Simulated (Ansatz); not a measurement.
Harmonic frequencies (cm⁻¹) at PBE0-D4/def2-TZVP from Ansatz: 256, 319, 336, 553, 626, 738, 1229, 1426, 2459.

Each molecule was computed in one conformer, which needn't be the lowest.

**Question.** Which molecule is it?
A. `B[Si](Cl)(Cl)Cl`
B. `FB(F)[Si](F)(F)F`
C. `FB(F)[SeH]`
D. `OBF`

**Answer.** C.
